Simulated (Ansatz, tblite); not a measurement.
Forces on (H2In-mu-Cl)2 (In2H4Cl2) at its PBE0-D4/def2-SVP geometry. Total charge 0; singlet.

In the def2 sets In takes a core potential; there is no spin–orbit coupling. The xTB rows come from tblite.

GFN1-xTB (tblite), largest force 0.44 eV/Å:

```xyz
8
positions Å, forces eV/Å
In    1.790    0.524    0.191   -0.044   -0.013   -0.005
H     2.658   -0.651    1.074   -0.181    0.329   -0.231
H     2.039    2.030   -0.576   -0.015   -0.387    0.210
Cl    0.406   -0.839   -1.505   -0.090    0.185    0.332
In   -1.790   -0.524   -0.191    0.044    0.013    0.005
H    -2.049   -2.028    0.574    0.019    0.387   -0.210
H    -2.649    0.657   -1.077    0.179   -0.330    0.231
Cl   -0.404    0.831    1.510    0.089   -0.183   -0.333
```

GFN2-xTB (tblite), largest force 0.63 eV/Å:

```
In -0.588 -0.175 -0.061
H -0.004 0.216 -0.120
H 0.091 -0.190 0.129
Cl -0.145 0.301 0.538
In 0.589 0.170 0.064
H -0.089 0.191 -0.130
H 0.001 -0.216 0.120
Cl 0.144 -0.297 -0.540
```

PBE-D4/def2-TZVP (Ansatz), largest force 0.07 eV/Å:

```
In 0.016 0.005 0.002
H -0.003 -0.041 0.022
H -0.021 0.034 -0.025
Cl 0.015 -0.032 -0.057
In -0.016 -0.004 -0.002
H 0.021 -0.034 0.024
H 0.004 0.041 -0.022
Cl -0.015 0.032 0.057
```
